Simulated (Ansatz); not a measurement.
C2H5NSeSi, SMILES `C[SiH2][Se]C#N`. Charge 0, multiplicity 1. The geometry is a stationary point of PBE0-D4/def2-TZVP. It is one conformer, not always the lowest.

```xyz
10

C     0.905    0.528   -0.837
Si    0.456    0.207    0.935
Se   -1.848    0.221    1.205
C    -2.096   -1.056   -0.082
N    -2.249   -1.855   -0.902
H     0.537    1.502   -1.163
H     0.473   -0.242   -1.479
H     1.992    0.505   -0.954
H     0.870    1.291    1.860
H     0.960   -1.100    1.418
```

Q: What is the dipole moment at r2SCAN/def2-TZVPP? (Best estimate.)

A: Ansatz gave: 4.10 D, with components (2.71, 2.73, 1.41) D in this frame, pointing from negative to positive charge.

Q: And with PBE, B3LYP, ωB97M-V? (Estimate.)

A: Ansatz gave: PBE 4.00 D, B3LYP 4.12 D, ωB97M-V 4.10 D.

Q: Give the Mulliken charges with r2SCAN, B3LYP, ωB97M-V in def2-TZVPP. (Best estimate.)

A: Computed: 
| atom | r2SCAN | B3LYP | ωB97M-V |
| --- | --- | --- | --- |
| C1 | -0.29 | -0.37 | -0.43 |
| Si2 | 0.31 | 0.30 | 0.21 |
| Se3 | 0.05 | 0.05 | 0.06 |
| C4 | -0.14 | -0.21 | -0.19 |
| N5 | -0.10 | -0.04 | -0.06 |
| H6 | 0.09 | 0.12 | 0.13 |
| H7 | 0.11 | 0.13 | 0.15 |
| H8 | 0.09 | 0.11 | 0.13 |
| H9 | -0.06 | -0.05 | -0.01 |
| H10 | -0.04 | -0.04 | 0.01 |

B3LYP here is the variant with VWN-RPA as its local correlation; programs differ in this.
